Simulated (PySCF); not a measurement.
PySCF 2.14 output of an unrestricted M06-L calculation on a single atom or ion in cc-pVTZ-PP with ECP28MDF, with a scalar-relativistic core potential:

```
SCF conv_tol = 1e-09
number electrons alpha = 10  beta = 10
    Y. Zhao and D. G. Truhlar.,  J. Chem. Phys. 125, 194101 (2006)
    Y. Zhao and D. G. Truhlar.,  J. Chem. Phys. 125, 194101 (2006)
    Y. Zhao and D. G. Truhlar.,  Theor. Chem. Acc. 120, 215 (2008)
cycle= 1 E= -167.856446321235  delta_E= -0.00852  |g|= 0.0306  |ddm|= 0.242
cycle= 2 E= -167.856284143653  delta_E= 0.000162  |g|= 0.0466  |ddm|= 0.0561
cycle= 3 E= -167.856803380677  delta_E= -0.000519  |g|= 0.00178  |ddm|= 0.0181
cycle= 4 E= -167.856805239641  delta_E= -1.86e-06  |g|= 0.000814  |ddm|= 0.00414
cycle= 5 E= -167.856805451438  delta_E= -2.12e-07  |g|= 1.71e-05  |ddm|= 0.000812
cycle= 6 E= -167.856805451593  delta_E= -1.55e-10  |g|= 4.64e-08  |ddm|= 3.15e-05
converged SCF energy = -167.856805451593  <S^2> = -1.7763568e-14  2S+1 = 1
```

The run itself started from symmetry-adapted Hartree-Fock orbitals and held the occupation by maximum overlap, on a logarithmic radial grid, so the iterations belong to that start.

Task: Which element, charge and spin multiplicity is this?

Result: Cd (cadmium, neutral), multiplicity 1; the state was [Kr] 4d10 5s2, closed-shell 1S.

Energies and moments cover only the electrons outside the core potential.
